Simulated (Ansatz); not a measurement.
System: H3SiO, charge 0, doublet. H3SiO (SMILES [O][SiH3], doublet).
B3LYP-D3(BJ)/def2-TZVP minimum from Ansatz (a quantum-chemistry and plane-wave program):
```
Si
O 1 1.6579
H 1 1.4810 2 112.66
H 1 1.4810 3 110.22 2 126.77
H 1 1.4912 3 110.25 4 121.94
```
Charge 0, spin multiplicity 2.

Property: atomisation energy (electronic, to ground-state atoms), in kcal/mol. Radicals and triplets start from unrestricted determinants; spin-orbit coupling is neglected. CBS(X,Y): correlation extrapolated as X^-3, Hartree-Fock from the larger set. A bracket is a step between two methods taken in the basis named. The functionals are non-relativistic, so their misses hold any scalar relativity. Double hybrids freeze cores in their MP2 part. '+ core + X2C': CCSD(T) terms for core correlation (cc-pwCVTZ, 1s frozen past Ne) and scalar relativity (cc-pVTZ-DK). For partners of very few electrons the exact lower level stands in for a higher one.

CCSD(T)/CBS(cc-pV(T+d)Z,cc-pV(Q+d)Z) + [CCSDT(Q) - CCSD(T)]/cc-pV(T+d)Z + core + X2C (Ansatz) gives 336.8 kcal/mol.

Q: What does PBE/def2-TZVPD (Ansatz) give here, and how do the other levels compare?

A: PBE gives 335.6 kcal/mol, 1.2 kcal/mol below it. Differences of the others: r2SCAN/def2-TZVPD (Ansatz) 2.3; B3LYP/def2-TZVPD (Ansatz) 0.1; B2PLYP/def2-TZVPD (Ansatz) -5.1; CCSD(T)/CBS(cc-pV(T+d)Z,cc-pV(Q+d)Z) + core + X2C (Ansatz) -0.2 kcal/mol. Nearer than PBE: B3LYP/def2-TZVPD, CCSD(T)/CBS(cc-pV(T+d)Z,cc-pV(Q+d)Z) + core + X2C.
